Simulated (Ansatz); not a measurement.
C$_{2}$H$_{9}$AlGe, SMILES `[AlH2][CH2][CH2][GeH3]` at its PBE0-D4/def2-TZVP geometry, where that method's forces vanish. The species carries charge 0 and has multiplicity 1.

```json
{"atom": "Al1", "x (Å)": "0.740", "y (Å)": "1.420", "z (Å)": "-2.017"}
{"atom": "C2", "x (Å)": "0.058", "y (Å)": "-0.015", "z (Å)": "-0.865"}
{"atom": "C3", "x (Å)": "0.064", "y (Å)": "0.271", "z (Å)": "0.639"}
{"atom": "Ge4", "x (Å)": "-0.634", "y (Å)": "-1.223", "z (Å)": "1.704"}
{"atom": "H5", "x (Å)": "0.792", "y (Å)": "1.221", "z (Å)": "-3.595"}
{"atom": "H6", "x (Å)": "1.244", "y (Å)": "2.787", "z (Å)": "-1.377"}
{"atom": "H7", "x (Å)": "0.636", "y (Å)": "-0.922", "z (Å)": "-1.091"}
{"atom": "H8", "x (Å)": "-0.957", "y (Å)": "-0.258", "z (Å)": "-1.209"}
{"atom": "H9", "x (Å)": "1.074", "y (Å)": "0.490", "z (Å)": "0.996"}
{"atom": "H10", "x (Å)": "-0.533", "y (Å)": "1.156", "z (Å)": "0.876"}
{"atom": "H11", "x (Å)": "0.220", "y (Å)": "-2.481", "z (Å)": "1.449"}
{"atom": "H12", "x (Å)": "-2.082", "y (Å)": "-1.530", "z (Å)": "1.274"}
{"atom": "H13", "x (Å)": "-0.622", "y (Å)": "-0.916", "z (Å)": "3.215"}
```

Task: For each bond, give half the difference of the two atoms' forces along it (eV/Å; positive pushes the atoms apart) under PBE-D4, r2SCAN-D4, B3LYP-D4, ωB97M-V in def2-TZVPP. (Estimate.)

Result: Ansatz gave: 
```tsv
bond	length (Å)	PBE-D4	r2SCAN-D4	B3LYP-D4	ωB97M-V
Al1–C2	1.962	-0.01	-0.04	0.05	0.00
Al1–H5	1.591	0.04	-0.03	-0.09	-0.12
Al1–H6	1.591	0.05	-0.03	-0.08	-0.11
C2–C3	1.531	-0.02	0.15	0.18	0.25
C2–H7	1.099	0.12	-0.01	-0.08	-0.08
C2–H8	1.099	0.12	-0.01	-0.08	-0.08
C3–Ge4	1.963	0.07	0.04	0.16	-0.01
C3–H9	1.094	0.10	-0.03	-0.11	-0.09
C3–H10	1.094	0.10	-0.04	-0.11	-0.09
Ge4–H11	1.541	0.06	-0.05	-0.03	-0.07
Ge4–H12	1.541	0.06	-0.05	-0.03	-0.07
Ge4–H13	1.542	0.05	-0.06	-0.04	-0.07
```

B3LYP here is the variant with VWN-RPA as its local correlation; programs differ in this.
